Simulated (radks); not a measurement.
Values are calculated unless marked as measured or tabulated.
Coulomb parameter of the 4f shell of the erbium ion Er3+ in the model configuration [Xe] 4f10 5d1, as a second difference U = [E(n + 1) + E(n - 1) - 2 E(n)] / (1)^2 with all orbitals relaxed. "Bare": the charge of the atom changes with n. "Screened": the 5d shell takes up the change at fixed total charge, which measures U(4f,4f) + U(5d,5d) - 2 U(4f,5d). Level of theory: scalar-relativistic Kohn-Sham, PBE, spin-unpolarised, spherical densities, point nucleus (a radial shooting solver on a logarithmic mesh with Libxc functionals).

case,configuration,E - E(n) (eV)
start,[Xe] 4f10 5d1,0.000
bare +1,[Xe] 4f11 5d1,-33.152
bare -1,[Xe] 4f9 5d1,53.583
screened +1,[Xe] 4f11,-13.198
screened -1,[Xe] 4f9 5d2,19.094

U(bare) = 20.431 eV, U(screened by 5d) = 5.896 eV, against the Slater integral F0(4f,4f) = 34.472 eV with frozen orbitals.
